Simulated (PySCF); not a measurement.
# How a change of structure moves an absorption spectrum

Method: TDDFT wB97X-D/def2-SVPD, vertical, gas phase, core orbitals frozen in the response in PySCF. Geometries: PBE0-D3(BJ)/def2-SVP; one conformer of each isolated species. Triplets are in the Tamm–Dancoff approximation. Relativistic effects are left out although some hold elements past zinc.

Parent: AlMe3 (`[CH3][Al]([CH3])[CH3]`), with lowest singlet excitation energy 5.87 eV, HOMO energy -9.46 eV, lowest triplet energy 5.61 eV, LUMO energy 1.29 eV. Its spectrum: 5.87 eV (f 0.000 summed over 2 states); 6.82 eV (f 0.235 summed over 2 states); 8.23 eV (f 0.000); 8.42 eV (f 0.060 summed over 2 states); 8.47 eV (f 0.000).

Task: Order the derivatives by their lowest singlet excitation, lowest first, with the shift from the parent.
A. ligand (all three): Me to Br: `[Br][Al]([Br])[Br]`
B. ligand (all three): Me to NH2: `[NH2][Al]([NH2])[NH2]`
C. ligand (all three): Me to Cl: `[Cl][Al]([Cl])[Cl]`
D. ligand (all three): Me to OH: `[OH][Al]([OH])[OH]`
E. ligand (all three): Me to H: `[H][Al]([H])[H]`
F. ligand (all three): Me to F: `[F][Al]([F])[F]`

Result: E (shift -0.50 eV), B (shift -0.16 eV), A (shift +0.15 eV), C (shift +1.00 eV), D (shift +1.36 eV), F (shift +2.93 eV).

```tsv
change	SMILES	Δ S1 (eV)	Δ HOMO (eV)	Δ T1 (eV)	Δ LUMO (eV)
ligand (all three): Me to Br	[Br][Al]([Br])[Br]	+0.15	-1.05	+0.14	-1.42
ligand (all three): Me to H	[H][Al]([H])[H]	-0.50	-1.03	-0.60	-1.32
ligand (all three): Me to F	[F][Al]([F])[F]	+2.93	-4.44	+2.97	-1.31
ligand (all three): Me to OH	[OH][Al]([OH])[OH]	+1.36	-1.70	+1.40	-0.59
ligand (all three): Me to Cl	[Cl][Al]([Cl])[Cl]	+1.00	-1.90	+1.00	-1.25
ligand (all three): Me to NH2	[NH2][Al]([NH2])[NH2]	-0.16	+0.71	-0.09	-0.09
```

S1 falls most with ligand (all three): Me to H (-0.50 eV), and it rises most with ligand (all three): Me to F (+2.93 eV). S1 is simply the lowest singlet of each species and needn't be the same kind of state throughout. Over these 6 changes the shifts of S1 and of the HOMO–LUMO gap correlate with r = 0.97.
